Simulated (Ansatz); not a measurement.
Al₃Sb₃, relaxed as a singlet with RKS PBE0-D4/def2-SVP in Ansatz, starting from the GFN1-xTB geometry. Force threshold 0.02 eV/Å.

In the def2 sets Sb takes a core potential; there is no spin–orbit coupling. The restricted singlet is unstable towards broken spin symmetry in Hartree–Fock (as tested in another run); at PBE0-D4/def2-SVP this wasn't settled. Another isomer (singlet) lies 0.02 eV lower at PBE0-D4/def2-TZVP; other spin states weren't run for this one.

Start:

```xyz
6

Al   -1.0374   -0.7982   -1.6120
Al    2.1883    0.8147    1.3374
Al   -2.5809   -0.2016    0.2386
Sb    0.0753   -1.0498    1.1345
Sb   -0.2263    1.5311    0.0557
Sb    1.5810   -0.2962   -1.1542
```

(1) Estimate the energy that the relaxation releases and the steps that it takes.

(2) Does the start keep its bonding and symmetry?

(3) Predict the relaxed structure.

Answers

(1) 30.1 kJ/mol, in 6 steps; 23 s on 4 threads of Arm Neoverse V1 on a shared host. No frequencies were taken in this run, so the end may be a saddle point.

(2) By distances, no bond broke or formed. The bond that changes most is Al2–Sb6, from 2.79 to 3.10 Å (atoms count from 1). Point group Cs at the start, Cs at the end, both within 0.05 Å.

(3) 
Cartesian coordinates in Å:
```
Al -1.008 -0.790 -1.607
Al 2.245 0.891 1.501
Al -2.767 -0.192 0.314
Sb 0.114 -1.085 1.073
Sb -0.190 1.519 -0.016
Sb 1.606 -0.341 -1.265
```
Bond lengths (bridged metal pairs left out): 8 × Al–Sb 2.67 to 3.11 Å; 3 × Sb–Sb 2.84 to 2.87 Å.
